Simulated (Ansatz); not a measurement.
# Worked example: MgH(CH3) + C2H3ClGe → MgHCl + C3H6Ge

Species: MgH(CH3), singlet; C2H3ClGe `C#[C][GeH2][Cl]`, singlet; MgHCl `[MgH][Cl]`, singlet; C3H6Ge `C#[C][GeH2][CH3]`, singlet. The partners trade CH3 for Cl: Mg–CH3 and Ge–Cl bonds give way to Mg–Cl and Ge–CH3.

Shapes, held fixed at every level: PBE0-D4/def2-TZVP. Programs: Ansatz 0.2.0. The zero-point and thermal change to 298 K, harmonic and unscaled (PBE0-D4/def2-TZVP), is +5.7 kJ/mol.

At CCSD(T)/def2-TZVPP; 1 Eh = 2625.50 kJ/mol:

```
 species   energy (Eh)
MgH(CH3)   -240.223093
C2H3ClGe  -2613.179721
   MgHCl   -660.200097
  C3H6Ge  -2193.256451
```

Question: Work out ΔH(298 K) of the reaction at this level.

Answer: 
1. Products less reactants: (-660.200097) + (-2193.256451) − [(-240.223093) + (-2613.179721)] = -0.053734 Eh = -141.1 kJ/mol.
2. With the thermal change: -141.1 + (+5.7) = -135.4 kJ/mol.

Other levels give -148.2 (MP2/def2-SVP) to -126.4 kJ/mol (PBE-D4/def2-TZVPP). No measured value is set beside it here. Relativity is left out for Ge unless named. Correlated rows may include outer-core shells of Ge, Mg, which these sets cover unevenly.
